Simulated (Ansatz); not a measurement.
Program: Ansatz. Geometries: PBE0-D4/def2-TZVP. ΔE: electronic, gas phase. CCSD(T)/CBS is the MP2 limit (def2-TZVPP, def2-QZVPP) plus CCSD(T) − MP2 in def2-TZVPP, frozen cores. Functionals use def2-TZVPP. B3LYP here is the variant with VWN-RPA as its local correlation; programs differ in this. For Br, Ge, Se outer-core shells are correlated without core-valence functions, which leaves a few kJ/mol of doubt a bond. Scalar relativity is left out up to krypton. One conformer a species, not always the lowest.

Reaction (substitution at a C–Se bond): `C[Se][GeH3]` + `CB(S)Br` → `CSB(C)Br` + `[GeH3][SeH]`

```tsv
level	ΔE (kJ/mol)	difference from CCSD(T)/CBS
PBE-D4	-6.5	-1.4
r2SCAN-D4	-7.3	-2.2
B2PLYP	-4.1	1.0
r2SCAN	-7.0	-1.9
PBE0	-6.4	-1.3
B3LYP	-4.1	1.0
HF/def2-QZVPP	-3.9	1.2
SCS-MP2/def2-QZVPP	-3.5	1.6
MP2/CBS(def2)	-5.1	0.0
CCSD/CBS(def2)	-4.5	0.6
CCSD(T)/CBS	-5.1	0
```

Largest T1 diagnostic among the species: 0.011.
